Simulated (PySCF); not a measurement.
1-chlorocyclobutene (C4H5Cl), SMILES C1CCC=1Cl.

Geometry optimised at PBE-D3(BJ)/def2-SVP.

Method: TDDFT-CAM-B3LYP/def2-SVPD (PySCF).

Vertical excitations.  State labels are in the subgroup Cs.

```json
[
 {"state": "S1", "symmetry": "A'", "energy (eV)": "6.57", "λ (nm)": "189", "f": "0.255", "main pairs": "HOMO→LUMO 97 %"},
 {"state": "S2", "symmetry": "A\"", "energy (eV)": "6.82", "λ (nm)": "182", "f": "0.001", "main pairs": "HOMO→LUMO+2 36 %, HOMO→LUMO+1 32 %, HOMO→LUMO+4 17 %"},
 {"state": "S3", "symmetry": "A\"", "energy (eV)": "6.91", "λ (nm)": "179", "f": "0.002", "main pairs": "HOMO→LUMO+1 56 %, HOMO→LUMO+2 34 %"},
 {"state": "S4", "symmetry": "A\"", "energy (eV)": "7.37", "λ (nm)": "168", "f": "0.000", "main pairs": "HOMO−1→LUMO 90 %"},
 {"state": "S5", "symmetry": "A\"", "energy (eV)": "7.48", "λ (nm)": "166", "f": "0.000", "main pairs": "HOMO→LUMO+4 52 %, HOMO→LUMO+2 17 %, HOMO→LUMO+3 14 %"},
 {"state": "S6", "symmetry": "A\"", "energy (eV)": "7.66", "λ (nm)": "162", "f": "0.015", "main pairs": "HOMO→LUMO+3 74 %, HOMO→LUMO+4 20 %"},
 {"state": "S7", "symmetry": "A\"", "energy (eV)": "8.13", "λ (nm)": "152", "f": "0.001", "main pairs": "HOMO−2→LUMO 94 %"},
 {"state": "S8", "symmetry": "A'", "energy (eV)": "8.19", "λ (nm)": "151", "f": "0.011", "main pairs": "HOMO−1→LUMO+2 68 %, HOMO−1→LUMO+4 10 %"},
 {"state": "S9", "symmetry": "A\"", "energy (eV)": "8.29", "λ (nm)": "150", "f": "0.000", "main pairs": "HOMO−3→LUMO 94 %"},
 {"state": "S10", "symmetry": "A'", "energy (eV)": "8.30", "λ (nm)": "149", "f": "0.031", "main pairs": "HOMO→LUMO+5 96 %"},
 {"state": "T1", "symmetry": "A'", "energy (eV)": "3.96", "λ (nm)": "313", "f": "0", "main pairs": "HOMO→LUMO 92 %"},
 {"state": "T2", "symmetry": "A\"", "energy (eV)": "6.36", "λ (nm)": "195", "f": "0", "main pairs": "HOMO→LUMO+2 53 %, HOMO→LUMO+4 14 %, HOMO→LUMO+8 13 %"},
 {"state": "T3", "symmetry": "A\"", "energy (eV)": "6.78", "λ (nm)": "183", "f": "0", "main pairs": "HOMO→LUMO+1 85 %"},
 {"state": "T4", "symmetry": "A\"", "energy (eV)": "7.12", "λ (nm)": "174", "f": "0", "main pairs": "HOMO−1→LUMO 85 %"}
]
```
Triplets are in the Tamm–Dancoff approximation, which puts them higher than full response would, so one can lie above its singlet here.
